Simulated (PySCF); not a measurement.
Calculated NMR parameters of COc1ccco1

```yaml
Formula: C5H6O2
SMILES: COc1ccco1
InChI: InChI=1S/C5H6O2/c1-6-5-3-2-4-7-5/h2-4H,1H3
Point_group_of_the_computed_structure: Cs
Degrees_of_unsaturation: 3
Carbon_signals: 5
Proton_signals: 4
```

Structure with atom numbers: `[CH3:1][O:2][c:3]1[cH:4][cH:5][cH:6][o:7]1` (H(Xn): hydrogen on atom n).

- structure optimised with PBE0-D3(BJ)/def2-SVP
- J: B3LYP/pcJ-1 (without the spin–dipole term)
- NMR shieldings at PBE0/pcSseg-1/GIAO
- run in PySCF
- single conformer, one averaged value for each set of equivalent atoms, non-relativistic, in vacuum

Chemical shifts δ = σref − σ; $^{1}$H (31.27 ppm), $^{13}$C (184.41 ppm) vs TMS; $^{17}$O (334.56 ppm) vs H2O, all at this level.

| carbon | δC, type | δH (multiplicity, J in Hz) | HMBC from (abs. J ≥ 3 Hz) | span of the C tensor (ppm) |
| --- | --- | --- | --- | --- |
| C1 | 54.4, CH3 | 3.80 (s) | – | 75 |
| C3 | 164.1, C | – | H(C6), H(C5), H(C4), H(C1) | 116 |
| C4 | 84.6, CH | 5.36 (dd, 3.8, 1.0) | H(C6), H(C5) | 115 |
| C5 | 118.8, CH | 6.43 (dd, 3.8, 2.6) | H(C6), H(C4) | 179 |
| C6 | 133.7, CH | 6.81 (dd, 2.6, 1.0) | H(C5), H(C4) | 127 |

Other nuclei:
```json
{"atoms": "O7", "nucleus": "$^{17}$O", "environment": "aromatic ring oxygen", "δ (ppm)": "277.6", "σ (ppm)": "57.0"}
{"atoms": "O2", "nucleus": "$^{17}$O", "environment": "ether oxygen", "δ (ppm)": "88.5", "σ (ppm)": "246.0"}
```

Selected couplings (Hz, signed; the shortest-range and largest first, 30 at most; isotopes $^{13}$C, $^{1}$H): $^{1}J$(C6,H(C6)) 216.9, $^{1}J$(C4,H(C4)) 188.8, $^{1}J$(C5,H(C5)) 181.8, $^{1}J$(C1,H(C1)) 151.1, $^{1}J$(C3,C4) 98.2, $^{1}J$(C5,C6) 76.2, $^{1}J$(C4,C5) 59.8, $^{2}J$(C3,C6) 7.2, $^{2}J$(C3,C5) 6.2, $^{2}J$(C1,C3) -2.8, $^{3}J$(H(C4),H(C5)) 3.8, $^{3}J$(H(C5),H(C6)) 2.6, $^{3}J$(C1,C4) 1.5, $^{4}J$(H(C4),H(C6)) 1.0.

Carbon types of the structure: 1 × C, 3 × CH, 1 × CH3, which accounts for all hydrogens. δC 164.1: aromatic carbon bearing oxygen; σ withdrawal by the attached heteroatom moves it downfield of the ring CH carbons. δC 133.7: aromatic CH next to the ring oxygen. δC 118.8, 84.6: aromatic CH. δH 6.81: hydrogen on an aromatic CH next to the ring oxygen; π donation from the O or N substituent shields it against benzene. δH 3.80: hydrogen on a methyl carbon bonded to O; its carbon carries O, hence the downfield position. The protons at 5.36 and 6.43 share a coupling of 3.8 Hz (vicinal, an ortho-type coupling).

Multiplet labels drop couplings under 1 Hz and merge nearly equal ones. Unscaled 3J(H,H) at this level run about 10 % above measured values. Shifts are as computed. Against solution values, carbons near 30 ppm lie about +2 ppm off and those near 130 ppm about +5 ppm. Of 1211 compounds with measured shifts, 218 miss one by over three times the rms of a fit or turn the order of signals round; such compounds aren't used in these exercises. Unscaled 17O shifts of doubly bonded oxygen tend to come out too high, by tens of ppm or more. Experimental scales use liquid or dissolved standards, which lie at an offset from isolated H2O (liquid H2O: subtract about 36 ppm).
